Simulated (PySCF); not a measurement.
## Electron correlation in Zn (zinc, neutral)

[Ar] 3d10 4s2, closed-shell 1S. All numbers are calculated (PySCF 2.14, no relativity, point nucleus, in 6-31G*). Frozen: [Ar]; 12 electrons correlated.

MP2 pair energies summed by pair of shells (mhartree):

```json
{"pair": "3d-3d", "energy": "-205.21", "share (%)": "83.2"}
{"pair": "3d-4s", "energy": "-22.59", "share (%)": "9.2"}
{"pair": "4s-4s", "energy": "-18.86", "share (%)": "7.6"}
```

Total MP2 correlation energy: -246.67 mhartree.

Same-spin part -83.74 and opposite-spin part -162.93 mhartree; SCS-MP2 scales them by 1/3 and 6/5 to -223.43 mhartree.

```csv
level,correlation energy (mhartree)
CCSD,-233.47
(T),-6.89
CCSD(T),-240.36
```

Diagnostics: T1 = 0.0098, D1 = 0.0280, largest double amplitude 0.092.

Cost of the coupled-cluster step: 0.17 s of wall time on 1 thread of Neoverse-V1 (shared host), for 12 correlated electrons.

Iterations:

```
CC2 = 0
CCSD nocc = 6, nmo = 25
frozen orbitals [0, 1, 2, 3, 4, 5, 6, 7, 8]
max_cycle = 100
direct = 0
conv_tol = 1e-08
conv_tol_normt = 1e-06
diis_space = 8
diis_start_cycle = 0
Init t2, MP2 energy = -1777.72776997902  E_corr(MP2) -0.246671715659958
Init E_corr(CCSD) = -0.24667171566113
cycle = 1  E_corr(CCSD) = -0.223185442158825  dE = 0.0234862735  norm(t1,t2) = 0.0549772
cycle = 2  E_corr(CCSD) = -0.233061173394121  dE = -0.00987573124  norm(t1,t2) = 0.0209298
cycle = 3  E_corr(CCSD) = -0.232200541324055  dE = 0.00086063207  norm(t1,t2) = 0.00810128
cycle = 4  E_corr(CCSD) = -0.233477673746235  dE = -0.00127713242  norm(t1,t2) = 0.00242387
cycle = 5  E_corr(CCSD) = -0.233477669645444  dE = 4.1007904e-09  norm(t1,t2) = 0.000193734
cycle = 6  E_corr(CCSD) = -0.233470045028557  dE = 7.62461689e-06  norm(t1,t2) = 5.49551e-05
cycle = 7  E_corr(CCSD) = -0.233467779398329  dE = 2.26563023e-06  norm(t1,t2) = 8.50884e-06
cycle = 8  E_corr(CCSD) = -0.23346835737927  dE = -5.77980941e-07  norm(t1,t2) = 1.42272e-06
cycle = 9  E_corr(CCSD) = -0.233468378698527  dE = -2.1319257e-08  norm(t1,t2) = 4.15402e-07
cycle = 10  E_corr(CCSD) = -0.233468364198678  dE = 1.44998484e-08  norm(t1,t2) = 8.29622e-08
cycle = 11  E_corr(CCSD) = -0.233468364775743  dE = -5.77064452e-10  norm(t1,t2) = 1.73926e-08
CCSD converged
E(CCSD) = -1777.714566628141  E_corr = -0.2334683647757426
CCSD(T) correction = -0.0068924846107653
```
